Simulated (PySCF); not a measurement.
Spin-rotation constants: `[BH3-][P@@+](C)(P)CC=C`, C4H13BP2

Geometry:
| atom | x (Å) | y (Å) | z (Å) |
| --- | --- | --- | --- |
| B1 | -1.666 | -0.681 | 1.153 |
| P2 | -0.685 | 0.017 | -0.377 |
| C3 | -1.532 | -0.182 | -1.999 |
| P4 | -0.120 | 2.121 | -0.445 |
| C5 | 0.954 | -0.782 | -0.746 |
| C6 | 1.853 | -0.569 | 0.422 |
| C7 | 2.788 | 0.364 | 0.466 |
| H8 | -0.984 | -0.442 | 2.099 |
| H9 | -2.692 | -0.075 | 1.141 |
| H10 | -1.787 | -1.841 | 0.916 |
| H11 | -1.697 | -1.243 | -2.181 |
| H12 | -0.945 | 0.246 | -2.810 |
| H13 | -2.500 | 0.314 | -1.948 |
| H14 | 0.246 | 2.117 | 0.897 |
| H15 | -1.425 | 2.509 | -0.146 |
| H16 | 1.370 | -0.334 | -1.653 |
| H17 | 0.766 | -1.846 | -0.911 |
| H18 | 1.667 | -1.206 | 1.276 |
| H19 | 3.405 | 0.513 | 1.335 |
| H20 | 2.980 | 1.010 | -0.377 |

Level of theory: PySCF 2.14.0, GIAO B97-2/pcSseg-1 magnetisability, rotational g tensor and spin-rotation constants, non-relativistic, gas phase. Geometry: GFN2-xTB.

Give the nuclear spin-rotation constants along the inertial axes (H = +C I·J) beside the isotropic shieldings.

Rotational constants 1.9718, 1.3594, 1.1215 GHz. A star marks the isotopologue with that one atom substituted, in its own axes.
| atom | isotope | Caa (kHz) | Cbb (kHz) | Ccc (kHz) | mean (kHz) | σ (ppm) |
| --- | --- | --- | --- | --- | --- | --- |
| B1 | 11B | 0.256 | 0.148 | 0.144 | 0.182 | 142.3 |
| P2 | 31P | 3.054 | 2.074 | 1.745 | 2.291 | 335.1 |
| P4 | 31P | 2.214 | 1.275 | 1.280 | 1.589 | 528.9 |
| H8 | 1H | -0.072 | -0.137 | -0.043 | -0.084 | 30.8 |
| H9 | 1H | -0.026 | -0.114 | -0.091 | -0.077 | 30.9 |
| H10 | 1H | -0.196 | 0.009 | -0.096 | -0.094 | 30.9 |
| H11 | 1H | -0.207 | 0.006 | -0.118 | -0.106 | 30.3 |
| H12 | 1H | -0.199 | -0.111 | -0.032 | -0.114 | 30.6 |
| H13 | 1H | -0.011 | -0.136 | -0.114 | -0.087 | 30.4 |
| H14 | 1H | -0.145 | -0.142 | -0.016 | -0.101 | 29.2 |
| H15 | 1H | -0.023 | -0.139 | -0.096 | -0.086 | 29.6 |
| H16 | 1H | -0.211 | -0.100 | -0.011 | -0.107 | 29.5 |
| H17 | 1H | -0.199 | 0.033 | -0.120 | -0.095 | 29.1 |
| H18 | 1H | -0.202 | -0.003 | -0.009 | -0.071 | 25.6 |
| H19 | 1H | 0.017 | -0.148 | -0.032 | -0.054 | 26.5 |
| H20 | 1H | -0.203 | -0.010 | -0.021 | -0.078 | 26.4 |
| C3 | 13C* | 0.277 | 0.202 | 0.146 | 0.208 | 169.3 |
| C5 | 13C* | 0.341 | 0.261 | 0.189 | 0.264 | 144.8 |
| C6 | 13C* | 0.619 | 0.412 | 0.397 | 0.476 | 48.7 |
| C7 | 13C* | 0.583 | 0.369 | 0.369 | 0.441 | 64.2 |

For the geometry as given, no vibrational averaging.

How do the rotational constants and the g tensor change when H8, H9, H10, H11, H12, H13, H14, H15, H16, H17, H18, H19, H20 are replaced by deuterium?

Constants 1.6361, 1.1185, 0.9595 GHz; g -0.0127, -0.0080, -0.0058, against -0.0154, -0.0098, -0.0068 before.
